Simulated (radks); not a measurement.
Valence configurations of Ga III (all share [Ar]). Calculated with a radial shooting solver on a logarithmic mesh with Libxc functionals: scalar-relativistic Kohn-Sham, PBE, spin-polarised, spherical densities, point nucleus; open shells are filled with parallel spins first. Energies are relative to 3d10 4s1; eigenvalues in eV for spin up.

valence,E (eV),moment (Bohr magnetons),e(3d),e(4p),e(4s)
3d10 4s1,0.000,1,-39.450,-,-26.694
3d10 4p1,8.432,1,-41.034,-19.124,-
3d9 4p2,33.074,3,-51.238,-21.969,-
3d9 4s1 4p1,23.804,3,-49.758,-21.245,-30.481
3d7 4s2 4p2,84.085,5,-70.989,-25.315,-35.972
3d9.5 4p1.5,20.011,2,-46.058,-20.588,-
3d9.5 4s1 4p0.5,11.156,2,-44.527,-19.815,-28.633
3d9 4s2,16.132,1,-48.171,-,-28.619
3d8.5 4s2 4p0.5,30.591,2,-53.687,-21.137,-30.591

NIST lists [Ar] 3d10 4s1 as the ground configuration; this level of theory agrees among the configurations tried. The energies are those of spherical high-spin densities, not of single terms.
